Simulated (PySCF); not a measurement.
How methods differ on the ionisation energy of Sb²⁴⁺

Sb²⁴⁺ [Ar] 3d9 [3d3/2^4 3d5/2^5, M_J = 5/2] → Sb²⁵⁺ [Ar] 3d8 [3d3/2^4 3d5/2^4, M_J = 4], as a difference of total energies. All numbers are calculated (PySCF 2.14, the two-component X2C-1e Hamiltonian, in an even-tempered Gaussian basis (17 s from 3.2 bohr⁻², ratio 2.8; 12 p from 4.2 bohr⁻², ratio 2.8; 8 d from 4.2 bohr⁻², ratio 2.8; 3 f from 18 bohr⁻², ratio 3)). Correlated levels: [Ne] frozen; the 76 highest virtual spinors dropped. "Screened" scales the spin-orbit matrix elements by Boettger's factors to mimic the two-electron term; Breit and QED terms are absent.

**Question.** Order these methods by the ionisation energy they give, lowest first.
A. GMP2 (spin-free)
B. GHF (spin-free)
C. GMP2 (screened spin-orbit)
D. GHF (screened spin-orbit)

**Answer.** D (1285.4 eV), C (1286.8 eV), B (1288.6 eV), A (1290.1 eV).

Breit and QED terms and the two-electron picture change are absent.

The spin-free rows relax to the high-spin LS determinant and lack the spin-orbit shift.

The labels give the starting determinants; with spin-orbit coupling the two ends relaxed to ⟨J²⟩ = 8.75, ⟨L²⟩ = 6.01, ⟨S²⟩ = 0.76 and ⟨J²⟩ = 20.00, ⟨L²⟩ = 12.41, ⟨S²⟩ = 1.91.

For comparison: 1285 ± 4 eV (theoretical estimate listed by NIST; NIST Atomic Spectra Database, ionization energies).
